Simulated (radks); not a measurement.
Polarisability of the ruthenium ion Ru8+, [Kr], at imaginary frequency. Calculated with a radial shooting solver on a logarithmic mesh with Libxc functionals: scalar-relativistic Kohn-Sham, LDA (Slater exchange, Perdew-Wang correlation), spin-polarised, spherical densities, finite nucleus; Fermi nuclear charge, rms radius 4.4809 fm. Response by self-consistent Sternheimer equations with the Hartree and adiabatic LDA kernel, the relativistic mass of each level held fixed and spin-orbit coupling left out.

w (hartree),alpha1(iw) (bohr^3),alpha2(iw) (bohr^5)
0.00266,1.170,1.282
0.0143,1.170,1.282
0.0360,1.170,1.282
0.0697,1.169,1.282
0.118,1.167,1.281
0.186,1.163,1.279
0.280,1.154,1.275
0.413,1.136,1.266
0.605,1.099,1.247
0.892,1.027,1.208
1.35,0.8904,1.125
2.12,0.6661,0.9554
3.59,0.3872,0.6533
6.94,0.1623,0.2899
17.5,0.04569,0.06324

Static values: alpha1 = 1.170 bohr^3 (0.1734 angstrom^3; uncoupled 1.847), alpha2 = 1.282 bohr^5, alpha3 = 2.866 bohr^7. C6 = 2.599, C8 = 16.96, triple-dipole C9 = 2.205 atomic units. One-pole (London) frequency 4 C6 / (3 alpha1^2) = 2.530 hartree, against 6.223 for minus the highest occupied eigenvalue.
